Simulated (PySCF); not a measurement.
A GIAO shielding run with PySCF 2.14.0 with density-fitted response routines (density fitting, non-relativistic, gas phase) on `InChI=1S/C5H11NSi3/c1-2-3-9(8,4-6)5-7/h5H2,1,7-8H3/t9-/m1/s1`:

```
$ OMP_NUM_THREADS=1 python probes_run.py task.json out

{"job": {"kind": "nmr", "xc": "PBE0", "basis": "pcSseg-1"}, "charge": 0, "multiplicity": 1}
C     -4.186847     0.323097     0.199054
C     -2.757382     0.220526     0.018542
C     -1.563179     0.141573    -0.133168
Si     0.265212    -0.014233    -0.382608
Si     0.920777    -2.005440    -1.369589
C      0.616816     1.423923    -1.538632
N      0.842959     2.275146    -2.272136
C      1.142269     0.424965     1.258665
Si     3.033045     0.614092     1.166509
H     -4.518370     1.333536    -0.039600
H     -4.450778     0.097282     1.232243
H     -4.696347    -0.381018    -0.458721
H      0.102421    -2.310427    -2.544934
H      0.766211    -3.117441    -0.425624
H      2.322014    -1.974516    -1.794985
H      0.716859     1.350883     1.648846
H      0.900953    -0.347880     1.990577
H      3.545945     0.963245     2.494437
H      3.378719     1.659157     0.204374
H      3.613556    -0.665792     0.743714
```

Hardware: 1 thread of an Arm Neoverse N1, shared host. The job also computes population analyses, field gradients.

Problem. How large is the calculation?

Solution. 90 electrons, 229 basis functions and 1252 auxiliary functions.

Problem. How long does it take, and how much memory does it need?

Solution. 93 s of wall time, with 15 SCF cycles and 5 response iterations; peak memory 1.1 GiB. Times on a shared host scatter by some tens of per cent.
